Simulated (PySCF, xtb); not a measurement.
Si(F)(Cl)(OMe)(NH2) (CH₅ClFNOSi), SMILES CO[Si](N)(F)Cl. One conformer was computed; it need not be the lowest.

Harmonic wavenumbers (cm⁻¹) from xtb with GFN2-xTB at its own minimum, in rising order: 66, 87, 129, 158, 186, 209, 252, 265, 340, 479, 500, 752, 818, 844, 950, 1132, 1141, 1180, 1414, 1473, 1479, 1501, 2964, 2975, 3001, 3487, 3523.

Task: What does B3LYP-D3(BJ)/def2-SVP (PySCF 2.14.0) give at its own minimum? (An estimate is asked for; the answer gives what the named calculation found.)

Result: 69, 98, 143, 159, 226, 277, 308, 326, 379, 393, 532, 746, 848, 903, 961, 1157, 1180, 1215, 1472, 1476, 1480, 1530, 3007, 3081, 3121, 3577, 3675. Paired by order, the mean absolute difference is 45 cm⁻¹ and the zero-point energies are 44.8 and 46.2 kcal/mol.
